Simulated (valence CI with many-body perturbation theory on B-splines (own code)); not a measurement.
**Missing levels of Ho LXIII**

Level of theory: configuration interaction combined with many-body perturbation theory (CI+MBPT): three valence electrons over a frozen Dirac-Fock core [He], a basis of 11 s, 11 p, 9 d, 7 f, 5 g, 2 h, 1 i functions for each j, with the one-electron correlation potential Σ1, the two-electron term Σ2, the three-electron term Σ3, Breit, model QED; selected CI, second order for the rest (own B-spline code, finite nucleus).

The last digits are not significant, and no measured levels were compared; by estimate large intervals hold to a few tenths of a per cent, small ones and those within an open d or f shell to about a per cent.

```csv
Level,E (× 10³ cm⁻¹)
(2s^2 2p1/2) J=1/2,0.00
(2s 2p1/2^2) J=1/2,1849.7
(2s^2 2p3/2) J=3/2,?
(2s 2p1/2 2p3/2) J=3/2 [a],8817.7
(2s 2p1/2 2p3/2) J=5/2,9125.6
(2s 2p1/2 2p3/2) J=1/2,?
(2s 2p1/2 2p3/2) J=3/2 [b],9652.8
(2p1/2^2 2p3/2) J=3/2,11587
(2s 2p3/2^2) J=5/2,16484
(2s 2p3/2^2) J=1/2,?
(2s 2p3/2^2) J=3/2,17267
(2p1/2 2p3/2^2) J=3/2,?
(2p1/2 2p3/2^2) J=5/2,?
(2p1/2 2p3/2^2) J=1/2,19347
(2p3/2^3) J=3/2,26601
(2s^2 3s) J=1/2,68094
(2s^2 3p1/2) J=1/2,?
(2s 2p1/2 3s) J=1/2 [a],69330
(2s 2p1/2 3s) J=3/2,69531
(2s 2p1/2 3s) J=1/2 [b],69748
```

Levels are named by their leading jj configuration (3d3/2^4 stands for four electrons in 3d with j = 3/2), which in mixed levels can hold well under half, so a name can repeat and another be missing. Letters in brackets count levels of one name in rising energy.

Problem. The levels stand in rising order. What does the calculation give for the missing energies?

Solution. (2s^2 2p3/2) J=3/2 7522.2; (2s 2p1/2 2p3/2) J=1/2 9637.5; (2s 2p3/2^2) J=1/2 17260; (2p1/2 2p3/2^2) J=3/2 18762; (2p1/2 2p3/2^2) J=5/2 18941; (2s^2 3p1/2) J=1/2 68714.
